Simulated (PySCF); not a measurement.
# Shapes and spin states of RuOCl₂

Computed with PBE0/[Ru def2-TZVP with ECP28, O def2-TZVP, Cl def2-TZVP], scalar-relativistic core potentials, density fitting, no spin–orbit coupling, PySCF.

Relaxations began from a few typed shapes and spin states; open shells are unrestricted. The search is not exhaustive: other isomers or separated fragments can lie lower, and high-lying points may rest on an excited occupation.

Which is the lowest minimum found?
A. triplet C2v: Ru–Cl 2.206 Å (×2), Ru–O 1.642 Å; Cl–Ru–Cl 118.7°, Cl–Ru–O 120.6° (×2)
B. broken-symmetry Ms = 0 (⟨S²⟩ 0.40) C2v: Ru–Cl 2.190 Å (×2), Ru–O 1.601 Å; Cl–Ru–Cl 110.4°, Cl–Ru–O 124.8° (×2)
C. broken-symmetry Ms = 0 (⟨S²⟩ 0.38) C2v: Ru–Cl 2.185 Å (×2), Ru–O 1.600 Å; Cl–Ru–Cl 110.2°, Cl–Ru–O 124.9° (×2)
D. singlet (closed shell, unstable to spin polarisation) C2v: Ru–Cl 2.185 Å (×2), Ru–O 1.590 Å; Cl–Ru–Cl 107.9°, Cl–Ru–O 126.0° (×2)
E. triplet C2v: Ru–Cl 2.181 Å (×2), Ru–O 1.641 Å; Cl–Ru–Cl 120.7°, Cl–Ru–O 119.6° (×2)
F. quintet C2v: Ru–Cl 2.234 Å (×2), Ru–O 1.702 Å; Cl–Ru–Cl 153.7°, Cl–Ru–O 103.2° (×2)

B. The others lie at 0.5 (triplet C2v), 0.6 (broken-symmetry Ms = 0 C2v), 1.1 (triplet C2v), 3.8 (singlet C2v), 61.5 (quintet C2v) kJ/mol above it.

For the lowest minimum: the determinant is spin-contaminated (⟨S²⟩ = 0.40, pure value 0.00). The spin densities have lower symmetry than the nuclear frame.

The electron or spin density has lower symmetry than the nuclear frame for the broken-symmetry Ms = 0 (⟨S²⟩ 0.38) C2v at 0.6 kJ/mol.
